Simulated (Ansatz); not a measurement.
Consider the redistribution: `C[O][Zn][Cl]` + `C[S][Al]([CH3])[F]` → `C[O][Zn][F]` + `C[S][Al]([CH3])[Cl]`.

Calculated with Ansatz (gas phase, PBE0-D4/def2-TZVP geometries, no zero-point term in ΔE). CCSD(T)/CBS is the MP2 limit (def2-TZVPP, def2-QZVPP) plus CCSD(T) − MP2 in def2-TZVPP, frozen cores. Functionals use def2-TZVPP. For Zn outer-core shells are correlated without core-valence functions, which leaves a few kJ/mol of doubt a bond. Scalar relativity is left out up to krypton. Each species was taken in one conformer, which may not be the lowest.

```csv
level,ΔE (kcal/mol)
revPBE-D4,16.6
PBE0,18.9
```

Q: What does CCSD(T)/CBS give? (An estimate is asked.)

A: Computed: +19.2 kcal/mol. The listed levels differ from it by -2.6, -0.3 kcal/mol.

Largest T1 diagnostic among the species: 0.017.

From r2SCAN to r2SCAN0 (25 % exact exchange), in def2-TZVPP and without D4, ΔE moves by +1.2 kcal/mol. Leaving LDA and LC-ωPBE aside and taking each functional with its dispersion term where it has one, the values, not all of them listed here, spread over 3.5 kcal/mol, from revPBE-D4 to BHLYP-D4. LDA lies +0.8 kcal/mol from PBE without D4. In def2-TZVPP, CCSD(T) changes the Hartree–Fock value by −2.6 kcal/mol (the triples alone add −0.5 kcal/mol) and MP2 by −3.0 kcal/mol.
